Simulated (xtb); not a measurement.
C2H5O2, charge +1, singlet, from a rough starting geometry; GFN2-xTB run with xtb.

Here is a job for xtb.
```
$ xtb mol.xyz --gfn 2 --chrg 1 --opt vtight --json

# file mol.xyz
9

C     -1.04578087     0.06755798    -0.00621870
C      0.40662197    -0.12205027    -0.12227763
O      0.91696902    -0.51009867    -1.24720359
O      1.19396287     0.16676363     0.84785544
H     -1.28273756     1.13944193    -0.18358634
H     -1.53792613    -0.53861618    -0.78572247
H     -1.45356792    -0.19350604     0.98056113
H      1.88095779    -0.59005630    -1.20949654
H      0.83513602     0.56603457     1.69726117
```

The log (banner, timings and long lists left out):

```
   ID    Z sym.   atoms
    1    6 C      1, 2
    2    8 O      3, 4
    3    1 H      5-9

           -------------------------------------------------
          |                Calculation Setup                |
           -------------------------------------------------

           -------------------------------------------------
          |                 G F N 2 - x T B                 |
           -------------------------------------------------

          ...................................................
          :                      SETUP                      :
          :.................................................:
          :  # basis functions                  21          :
          :  # atomic orbitals                  21          :
          :  # shells                           13          :
          :  # electrons                        24          :
          :  max. iterations                   250          :
          :  Hamiltonian                  GFN2-xTB          :
          :  restarted?                      false          :
          :  GBSA solvation                  false          :
          :  PC potential                    false          :
          :  electronic temp.          300.0000000     K    :
          :  accuracy                    1.0000000          :
          :  -> integral cutoff          0.2500000E+02      :
          :  -> integral neglect         0.1000000E-07      :
          :  -> SCF convergence          0.1000000E-05 Eh   :
          :  -> wf. convergence          0.1000000E-03 e    :
          :  Broyden damping             0.4000000          :
          :  net charge                          1          :
          :  unpaired electrons                  0          :
          ...................................................

 iter      E             dE          RMSdq      gap      omega  full diag
   1    -14.5997850 -0.145998E+02  0.447E+00    6.66       0.0  T
   2    -14.6345970 -0.348121E-01  0.252E+00    5.17       1.0  T
   3    -14.6366530 -0.205602E-02  0.138E+00    5.30       1.0  T
   4    -14.6381404 -0.148738E-02  0.217E-01    4.83       1.0  T
   5    -14.6382632 -0.122781E-03  0.978E-02    4.92       1.0  T
   6    -14.6382707 -0.746679E-05  0.191E-02    4.95       1.7  T
   7    -14.6382709 -0.212237E-06  0.588E-03    4.94       5.7  T
   8    -14.6382710 -0.996479E-07  0.199E-03    4.95      16.8  T
   9    -14.6382710 -0.170317E-07  0.374E-04    4.95      89.2  T
  10    -14.6382710 -0.532822E-09  0.152E-04    4.95     219.1  T

   *** convergence criteria satisfied after 10 iterations ***

         :::::::::::::::::::::::::::::::::::::::::::::::::::::
         ::                     SUMMARY                     ::
         :::::::::::::::::::::::::::::::::::::::::::::::::::::
         :: total energy             -14.507404286005 Eh    ::
         :: gradient norm              0.051185596685 Eh/a0 ::
         :: HOMO-LUMO gap              4.945718205824 eV    ::
         ::.................................................::
         :: SCC energy               -14.638269872385 Eh    ::
         :: -> isotropic ES            0.133757259386 Eh    ::
         :: -> anisotropic ES         -0.006640078048 Eh    ::
         :: -> anisotropic XC          0.001894612862 Eh    ::
         :: -> dispersion             -0.002592150628 Eh    ::
         :: repulsion energy           0.130865586380 Eh    ::
         :: add. restraining           0.000000000000 Eh    ::
         :: total charge               1.000000000000 e     ::
         :::::::::::::::::::::::::::::::::::::::::::::::::::::

      -----------------------------------------------------------
     |                   =====================                   |
     |                        A N C O P T                        |
     |                   =====================                   |
     |               Approximate Normal Coordinate               |
     |                Rational Function Optimizer                |
      -----------------------------------------------------------
      -----------------------------------------------------------
     |                   =====================                   |
     |                        A N C O P T                        |
     |                   =====================                   |
     |               Approximate Normal Coordinate               |
     |                Rational Function Optimizer                |
      -----------------------------------------------------------

          ...................................................
          :                      SETUP                      :
          :.................................................:
          :   optimization level         verytight          :
          :   max. optcycles                   200          :
          :   ANC micro-cycles                  20          :
          :   degrees of freedom                21          :
          :.................................................:
          :   RF solver                   davidson          :
          :   write xtbopt.log                true          :
          :   linear?                        false          :
          :   energy convergence         0.1000000E-06 Eh   :
          :   grad. convergence          0.2000000E-03 Eh/α :
          :   maxmium RF displ.          1.0000000          :
          :   Hlow (freq-cutoff)         0.1000000E-01      :
          :   Hmax (freq-cutoff)         5.0000000          :
          :   S6 in model hess.         20.0000000          :
          ...................................................

generating ANC from exact Hessian ...
Using Lindh-Hessian (1995)
 Shifting diagonal of input Hessian by    0.0000000000000000
 Lowest  eigenvalues of input Hessian
    0.000000    0.000000    0.000000    0.000000    0.000000    0.000000
    0.013070    0.026623    0.032763    0.055291    0.074902    0.082577
[...]
 * total energy  :   -14.5107817 Eh     change       -0.1679860E-06 Eh
 * total energy  :   -14.5107818 Eh     change       -0.1581429E-06 Eh
 * total energy  :   -14.5107820 Eh     change       -0.1599113E-06 Eh
 * total energy  :   -14.5107822 Eh     change       -0.1685039E-06 Eh
 * total energy  :   -14.5107823 Eh     change       -0.1796781E-06 Eh
 * total energy  :   -14.5107825 Eh     change       -0.1878886E-06 Eh
 * total energy  :   -14.5107827 Eh     change       -0.1894109E-06 Eh
 * total energy  :   -14.5107829 Eh     change       -0.1812626E-06 Eh
 * total energy  :   -14.5107831 Eh     change       -0.1645722E-06 Eh
 * total energy  :   -14.5107832 Eh     change       -0.1440857E-06 Eh
 * total energy  :   -14.5107833 Eh     change       -0.1248358E-06 Eh
 * total energy  :   -14.5107834 Eh     change       -0.1089544E-06 Eh
 * total energy  :   -14.5107835 Eh     change       -0.9786409E-07 Eh
   *** GEOMETRY OPTIMIZATION CONVERGED AFTER 65 ITERATIONS ***
[...]

 iter      E             dE          RMSdq      gap      omega  full diag
   1    -14.6532246 -0.146532E+02  0.149E-05    5.15       0.0  T
   2    -14.6532246 -0.108358E-12  0.921E-06    5.15    3617.9  T
   3    -14.6532246 -0.497380E-13  0.347E-06    5.15    9592.4  T

   *** convergence criteria satisfied after 3 iterations ***

         :::::::::::::::::::::::::::::::::::::::::::::::::::::
         ::                     SUMMARY                     ::
         :::::::::::::::::::::::::::::::::::::::::::::::::::::
         :: total energy             -14.510783529104 Eh    ::
         :: gradient norm              0.000017049275 Eh/a0 ::
         :: HOMO-LUMO gap              5.146914588027 eV    ::
         ::.................................................::
         :: SCC energy               -14.653223481660 Eh    ::
         :: -> isotropic ES            0.133433759781 Eh    ::
         :: -> anisotropic ES         -0.006293148726 Eh    ::
         :: -> anisotropic XC          0.001419174654 Eh    ::
         :: -> dispersion             -0.002596205498 Eh    ::
         :: repulsion energy           0.142439952555 Eh    ::
         :: add. restraining           0.000000000000 Eh    ::
         :: total charge               1.000000000000 e     ::
         :::::::::::::::::::::::::::::::::::::::::::::::::::::

           -------------------------------------------------
          |                Property Printout                |
           -------------------------------------------------

    * Orbital Energies and Occupations

         #    Occupation            Energy/Eh            Energy/eV
      -------------------------------------------------------------
         1        2.0000           -1.0101958             -27.4888
         2        2.0000           -0.9861370             -26.8342
         3        2.0000           -0.9150430             -24.8996
         4        2.0000           -0.8925260             -24.2869
         5        2.0000           -0.8571185             -23.3234
         6        2.0000           -0.8449155             -22.9913
         7        2.0000           -0.7962801             -21.6679
         8        2.0000           -0.7733766             -21.0446
         9        2.0000           -0.7425061             -20.2046
        10        2.0000           -0.7186377             -19.5551
        11        2.0000           -0.6986677             -19.0117
        12        2.0000           -0.6902326             -18.7822 (HOMO)
        13                         -0.5010870             -13.6353 (LUMO)
        14                         -0.1802056              -4.9036
        15                         -0.1485351              -4.0418
        16                         -0.0704317              -1.9165
        17                         -0.0315348              -0.8581
        18                         -0.0060043              -0.1634
        19                         -0.0040986              -0.1115
        20                          0.1887483               5.1361
        21                          0.2414514               6.5702
      -------------------------------------------------------------
                  HL-Gap            0.1891456 Eh            5.1469 eV
             Fermi-level           -0.5956598 Eh          -16.2087 eV

     #   Z          covCN         q      C6AA      α(0)
     1   6 C        3.753    -0.182    24.123     7.004
     2   6 C        2.689     0.376    20.635     7.434
     3   8 O        1.660    -0.205    17.432     5.636
     4   8 O        1.660    -0.258    18.293     5.774
     5   1 H        0.924     0.162     1.312     1.791
     6   1 H        0.925     0.153     1.374     1.833
     7   1 H        0.924     0.157     1.346     1.814
     8   1 H        0.803     0.402     0.481     1.089
     9   1 H        0.804     0.396     0.492     1.102

 Mol. C6AA /au·bohr⁶  :        515.421799
 Mol. C8AA /au·bohr⁸  :      11114.106725
 Mol. α(0) /au        :         33.477411

Wiberg/Mayer (AO) data.
largest (>0.10) Wiberg bond orders for each atom

 ---------------------------------------------------------------------------
     #   Z sym  total        # sym  WBO       # sym  WBO       # sym  WBO
 ---------------------------------------------------------------------------
     1   6 C    3.950 --     2 C    1.073     6 H    0.961     7 H    0.915
                             5 H    0.905
     2   6 C    3.874 --     3 O    1.406     4 O    1.336     1 C    1.073
     3   8 O    2.432 --     2 C    1.406     8 H    0.806     4 O    0.132
     4   8 O    2.373 --     2 C    1.336     9 H    0.819     3 O    0.132
     5   1 H    0.974 --     1 C    0.905
     6   1 H    0.977 --     1 C    0.961
     7   1 H    0.975 --     1 C    0.915
     8   1 H    0.838 --     3 O    0.806
     9   1 H    0.843 --     4 O    0.819
 ---------------------------------------------------------------------------

Topologies differ in total number of bonds
Writing topology from bond orders to xtbtopo.mol

molecular dipole:
                 x           y           z       tot (Debye)
 q only:        0.493       0.110       0.300
   full:        0.615       0.196       0.502       2.079
molecular quadrupole (traceless):
                xx          xy          yy          xz          yz          zz
 q only:        3.542      -1.827      -4.138      -2.247       3.066       0.596
  q+dip:        3.337      -2.111      -3.749      -2.963       2.808       0.412
   full:        3.100      -2.054      -3.432      -2.951       2.571       0.332

optimized geometry written to: xtbopt.xyz

           -------------------------------------------------
          | TOTAL ENERGY              -14.510783529104 Eh   |
          | GRADIENT NORM               0.000017049275 Eh/α |
          | HOMO-LUMO GAP               5.146914588027 eV   |
           -------------------------------------------------

normal termination of xtb
```
